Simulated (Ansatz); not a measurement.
`CCCCC(=O)OCC(C)C` and `CCCCC(=O)OCCC` differ in one atom or group.

Ansatz, PBE0-D4/def2-TZVP geometries, multiplicity 1. Each molecule was computed in one conformer, which needn't be the lowest.

| property | `CCCCC(=O)OCC(C)C` |
| --- | --- |
| HOMO–LUMO gap (PBE/def2-TZVPP) / eV | 5.37 |
| HOMO–LUMO gap (PBE0/def2-TZVPP) / eV | 8.16 |
| LUMO energy (B3LYP/def2-TZVPP) / eV | 0.14 |
| HOMO–LUMO gap (ωB97M-V/def2-TZVPP) / eV | 12.42 |
| HOMO–LUMO gap (B3LYP/def2-TZVPP) / eV | 7.62 |
| LUMO energy (PBE/def2-TZVPP) / eV | -0.70 |

(1) What does the change do to each property? (Best estimate.)

Results:

(1) Ansatz gave: 
```csv
property,`CCCCC(=O)OCCC`,shift
HOMO–LUMO gap (PBE/def2-TZVPP) / eV,5.49,0.12
HOMO–LUMO gap (PBE0/def2-TZVPP) / eV,8.26,0.10
LUMO energy (B3LYP/def2-TZVPP) / eV,0.10,-0.04
HOMO–LUMO gap (ωB97M-V/def2-TZVPP) / eV,12.69,0.27
HOMO–LUMO gap (B3LYP/def2-TZVPP) / eV,7.72,0.10
LUMO energy (PBE/def2-TZVPP) / eV,-0.73,-0.03
```

Positive LUMOs are unbound, so they and the gaps depend on the basis.

B3LYP here is the variant with VWN-RPA as its local correlation; programs differ in this.
